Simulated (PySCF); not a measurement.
Method: M06-2X/def2-TZVP // B3LYP-D3(BJ)/def2-TZVP in PySCF. All species are isolated molecules in the gas phase. Excitations are Tamm–Dancoff values on a coarser integration grid. The basis has no diffuse functions, so Rydberg states are missing or too high.

Reference species (SMILES): `CN=C=[SiH2]` (neutral, multiplicity 1).

```json
{
 "S1 oscillator strength": "0.003",
 "S1 excitation (TDA)": "3.51 eV",
 "HOMO": "-6.37 eV",
 "brightest of the four lowest singlets (TDA)": "4.75 eV"
}
```

Changed species: `C#CN[SiH3]`.

Task: Give the shifts of the S1 oscillator strength, S1 excitation (TDA), HOMO and brightest of the four lowest singlets (TDA).

Result: the S1 oscillator strength stays essentially unchanged; the S1 excitation (TDA) increases by 1.93 eV, to 5.44 eV; the HOMO falls by 1.36 eV, to -7.73 eV; the brightest of the four lowest singlets (TDA) rises by 2.10 eV, to 6.85 eV.
